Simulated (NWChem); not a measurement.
System: SnCl2F2; SMILES [F][Sn]([F])([Cl])[Cl]

The following NWChem deck was run.

```
start job
memory heap 200 mb stack 900 mb global 1100 mb
geometry units angstroms noautoz
  F      0.000000    -1.544620    -1.410620
  Sn     0.000000     0.000000    -0.242886
  F      0.000000     1.544620    -1.410620
  Cl     1.943472     0.000000     1.038992
  Cl    -1.943472     0.000000     1.038992
end
basis spherical
  F library def2-svp
  Sn library def2-svp
  Cl library def2-svp
end
ecp
  Sn library def2-ecp
end
dft
  xc scan
  iterations 150
  mulliken
end
task dft energy
```

Geometry: optimised at PBE-D3(BJ)/def2-SVP. def2 effective core potentials on Sn; no spin-orbit coupling.

Q: What results follow from this input? (SCAN/def2-SVP with def2 effective core potentials on Sn.) Quantities: energy (Ha); highest occupied level (eV); orbital gap (eV); dipole (D).

A: 
```json
{
 "energy (Ha)": "-1334.14",
 "highest occupied level (eV)": "-8.97",
 "orbital gap (eV)": "4.37",
 "dipole (D)": "1.31"
}
```
